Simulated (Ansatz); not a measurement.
I2, singlet: energies of several shapes or isomers

Computed with Ansatz's Gaussian-basis code (development build). Basis cc-pwCVTZ-PP, scalar-relativistic core potentials (28 electrons on I), no spin–orbit coupling, 8 orbitals frozen in the corrections; active space CAS(10,6). Restricted Hartree–Fock, then the lowest state-specific CASSCF solution met for each case. Coupled cluster stands on the determinant that it favours, not always the lowest RHF. On stretched bonds single-reference methods can fail or change state. Unlike active orbitals can shift such differences by tenths of an eV, at times by over 1 eV.

Case A: bond length 3.0659 Å.

Case B: bond length 2.6660 Å.

Energy less that of case A, in eV:

```tsv
case	RHF/ROHF	CASSCF	CCSD(T)
B	-0.656	-0.310	-0.505
```

(1) Give the SC-NEVPT2 energies against case A.

## Answers

(1) B: -0.553 eV (-12.8 kcal/mol).
